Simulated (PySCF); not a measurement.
## PbH₃, doublet: structure and spectrum

These are results of PySCF, UPBE0, basis Pb def2-TZVP with ECP60, H def2-TZVP (scalar-relativistic core potentials, no spin–orbit coupling, density fitting), not measurements.

The structure is a saddle point with 1 imaginary mode.

| Quantity | Value |
| --- | --- |
| Point group | D3h |
| Bond lengths | Pb–H 1.723 Å (×3) |
| Bond angles | H–Pb–H 120.0° (×3) |
| Highest occupied level (α) | -4.91 eV |
| Dipole moment | 0.00 D |
| Spin squared ⟨S²⟩ | 0.754 |
| Principal polarisabilities | 45.4, 49.7, 49.7 bohr³ |
| Zero-point energy (real modes) | 41.7 kJ/mol |
| Rotational constants | 3.758, 3.758, 1.879 cm⁻¹ |
| Atomisation energy without zero-point energy | 592 kJ/mol |
| Lowest empty level (β) | -2.07 eV |
| Principal quadrupole moments (Buckingham, traceless) about the centre of mass | -2.48, 1.24, 1.24 D Å |

Harmonic modes (masses in u: Pb 207.977, H 1.008):
| symmetry | ω (cm⁻¹) | IR (km/mol, summed over degenerate members) | type |
| --- | --- | --- | --- |
| a2'' | 818i | – | bend |
| e' | 563 | 163 | bend |
| a1' | 1925 | 0.0 | stretch |
| e' | 1961 | 254 | stretch |

In D3h the vibrations span a2'' + 2e' + a1'. The a1' mode carries no infrared intensity, as symmetry demands.

Charges (e):
| atom | Mulliken | Löwdin | polar tensor | spin (Mulliken) | Mayer order to Pb1 |
| --- | --- | --- | --- | --- | --- |
| Pb1 | -0.01 | 0.07 | 0.39 | 1.13 | – |
| H2,3,4 | 0.00 | -0.02 | -0.13 | -0.04 | 0.88 |

Mulliken populations on Pb1 (electrons outside its core potential): s 3.52, p 8.47, d 10.00, f 0.02.

Only a few start shapes were tried, so a lower isomer may exist. At this level a doublet minimum of C3v symmetry lies 41 kJ/mol below this structure. No spin–orbit coupling is included, which matters more the heavier the element.

The final relaxation and frequency run took about 100 core-seconds on a shared host.
